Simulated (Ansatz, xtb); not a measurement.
# C6H5BO: 10 structures ranked

10 gas-phase structures of C6H5BO, from a drawn sample of its isomers (lower ones may exist). Each was relaxed with GFN2-xTB; where two conformers were screened, the lower at r2SCAN-D4/def2-SVP is listed:

A. `C#CC1=CBC=C1O`, a singlet
B. `C#CC1=CB(O)C=C1`, a singlet
C. `C#CC1=CC=CB1O`, a singlet
D. `C#CC1=C(O)C=CB1`, a singlet
E. `C#CB1C=CC(O)=C1`, a singlet
F. `C#CC1=CC(O)=CB1`, a singlet
G. `C#CB1C=CC=C1O`, a singlet
H. `C#CC1=C(O)BC=C1`, a singlet
I. `C#CC1=CC=C(O)B1`, a singlet
J. `C#CC1=CBC(O)=C1`, a singlet

Problem. Which do you expect lowest at r2SCAN-D4/def2-SVP, and how would the others follow?

Solution. Calculated order at r2SCAN-D4/def2-SVP: C (0.0), B (1.3), E (27.7), G (36.1), A (39.8), F (41.3), D (43.6), H (49.2), J (49.5), I (50.0) kcal/mol. Less than 1 kcal/mol parts H and J; J and I, so the order within those pairs means little.

Energies above the lowest of each column, in kcal/mol; the last columns are at PBE0-D3(BJ)/def2-SVP geometries and were run for some of them only (a dash: not run or not comparable):

| structure | GFN2-xTB | HF/STO-3G | r2SCAN-D4/def2-SVP | PBE0-D3(BJ)/def2-SVP | CCSD(T)/def2-SVP + ΔMP2/def2-TZVPP |
| --- | --- | --- | --- | --- | --- |
| C | 0.0 | 0.0 | 0.0 | 0.0 | 0.0 |
| B | 0.4 | 0.1 | 1.3 | 1.1 | 0.1 |
| E | 28.1 | 26.8 | 27.7 | 28.1 | 28.5 |
| G | 33.0 | 34.1 | 36.1 | – | – |
| A | 24.2 | 40.9 | 39.8 | – | – |
| F | 24.5 | 42.4 | 41.3 | – | – |
| D | 27.1 | 40.8 | 43.6 | – | – |
| H | 30.0 | 46.3 | 49.2 | – | – |
| J | 27.5 | 46.7 | 49.5 | – | – |
| I | 29.9 | 46.5 | 50.0 | – | – |

Every level run on C puts it lowest or level with the lowest. Flexible structures stand in one conformer each, not always the lowest. Frequencies (GFN2-xTB) were run for B, C, E alone. ΔMP2 is the change of the MP2 energy from the smaller to the larger basis.

Over these structures GFN2-xTB departs from r2SCAN-D4/def2-SVP by 8.4 kcal/mol on average once a common shift is removed. A GFN2-xTB relaxation took about 0.24 s and the r2SCAN-D4/def2-SVP energy about 5.1 s on a shared host (Ansatz 0.2.0, xtb 6.7.1).
